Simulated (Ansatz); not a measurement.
Cost and result up the ladder for `CN(C)c1ccc(-c2ccc(-c3ccc(C#N)[se]3)[se]2)[se]1` (32 atoms). Total charge 0; singlet. Geometry: r2SCAN-D4/def2-SVP.

```xyz
32

C    -1.256    1.808    5.252
N    -0.905    0.443    4.935
C    -0.907   -0.595    5.944
C    -0.627    0.091    3.651
C    -0.309   -1.173    3.158
C    -0.064   -1.217    1.767
C    -0.169   -0.026    1.067
C     0.018    0.236   -0.323
C    -0.094    1.443   -1.007
C     0.150    1.393   -2.394
C     0.474    0.149   -2.916
C     0.772   -0.213   -4.268
C     1.094   -1.467   -4.779
C     1.341   -1.525   -6.166
C     1.228   -0.316   -6.837
C     1.414   -0.068   -8.209
N     1.565    0.159   -9.347
Se    0.764    1.072   -5.649
Se    0.483   -1.143   -1.530
Se   -0.637    1.376    2.264
H    -0.452    2.507    4.955
H    -1.409    1.908    6.334
H    -2.186    2.122    4.740
H    -1.130   -0.151    6.922
H    -1.668   -1.369    5.729
H     0.076   -1.094    6.004
H    -0.253   -2.058    3.793
H     0.198   -2.151    1.259
H    -0.357    2.373   -0.494
H     0.089    2.284   -3.028
H     1.151   -2.351   -4.138
H     1.604   -2.446   -6.691
```

Ansatz on 2 threads of AMD EPYC 7R13 on a shared host and a share (18 GiB) of an NVIDIA H100 80GB HBM3. Times are rough, and most runs start from the orbitals of an earlier one. PBE0-D4/def2-TZVP serves as the yardstick here, not as an exact answer. Differences are given only for rows in sets of like size (and for xTB, whose basis is part of the method), since another set adds its own error. Binding counts from free atoms at the same level (C triplet, N quartet, Se triplet, H doublet; other spins of the atoms weren't run), without zero-point energy or a counterpoise term.

Single mean-field runs in def2-TZVP are fitted with def2-universal-jkfit.

| level | functions | wall time |
| --- | --- | --- |
| PBE-D4/def2-SVP | 394 | 10 s |
| PBE-D4/def2-TZVP | 743 | 11 s |
| PBE0-D4/def2-SVP | 394 | 11 s |
| r2SCAN-D4/def2-TZVP (with forces) | 743 | 14 s |
| PBE0-D4/def2-TZVP (with forces) | 743 | 16 s |

(1) Estimate what each level gives for the binding energy per atom (eV).

## Answers

(1) 
```csv
level,binding energy per atom (eV),difference from PBE0-D4/def2-TZVP (eV)
PBE-D4/def2-SVP,5.11,–
PBE-D4/def2-TZVP,5.04,0.14
PBE0-D4/def2-SVP,4.97,–
r2SCAN-D4/def2-TZVP (with forces),4.85,-0.05
PBE0-D4/def2-TZVP (with forces),4.90,0.00
```
